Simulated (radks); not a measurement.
Q: The mean radii <r> (bohr) of the occupied orbitals of an atom or ion are listed with their occupations. Calculated with a radial shooting solver on a logarithmic mesh with Libxc functionals: non-relativistic Kohn-Sham, exchange-only LDA, spin-polarised, spherical densities, point nucleus.

| orbital | occ. | <r> |
|---|---|---|
| 1s up | 1 | 0.03242 |
| 1s down | 1 | 0.03242 |
| 2s down | 1 | 0.1406 |
| 2s up | 1 | 0.1406 |
| 2p down | 3 | 0.1201 |
| 2p up | 3 | 0.1201 |
| 3s up | 1 | 0.3820 |
| 3s down | 1 | 0.3820 |
| 3p down | 3 | 0.3737 |
| 3p up | 3 | 0.3737 |
| 3d down | 5 | 0.3459 |
| 3d up | 5 | 0.3459 |
| 4s down | 1 | 0.9423 |
| 4s up | 1 | 0.9428 |
| 4p down | 3 | 1.014 |
| 4p up | 3 | 1.015 |
| 4d up | 5 | 1.430 |
| 4d down | 5 | 1.396 |
| 5s up | 1 | 3.364 |

Name the element and its charge. Open shells, if any, are filled with parallel spins first.

A: Z = 47, silver, charge 0: Ag in [Kr] 4d10 5s1. The 1s radius gives Z: for a bare nucleus <r> = 1.5/Z, 0.03191 bohr for Z = 47, and screening makes it slightly larger (0.03242 here). The occupations add up to 47, and the charge is Z minus that.
